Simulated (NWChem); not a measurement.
**Total energies of H$_{3}$B**

SMILES: B
```xyz
4

B      0.0000     0.0000     0.0000
H      0.0000     0.0000     1.2044
H     -1.0430     0.0000    -0.6022
H      1.0430     0.0000    -0.6022
```
Charge 0, spin multiplicity 1.

Program: NWChem. All single points use one geometry, from B3LYP/def2-SVP, a minimum by its harmonic frequencies.

Basis set: def2-TZVP (49 functions).

```json
[
 {"method": "RHF", "total energy (Ha)": "-26.39985"},
 {"method": "MP2", "total energy (Ha)": "-26.50585"},
 {"method": "B2PLYP", "total energy (Ha)": "-26.57789"},
 {"method": "PBE", "total energy (Ha)": "-26.55231"},
 {"method": "B3LYP", "total energy (Ha)": "-26.62351"},
 {"method": "BP86", "total energy (Ha)": "-26.60619"},
 {"method": "CCSD(T)", "total energy (Ha)": "-26.53145"}
]
```

Total energies of different functionals aren't comparable as a measure of quality: only differences taken within one method are. 

The correlated methods keep 1 core orbital frozen. B3LYP has NWChem's definition, with VWN1-RPA local correlation. The structure started from a generated list of species. Coupled-cluster values serve here as a point of comparison, not as the truth.
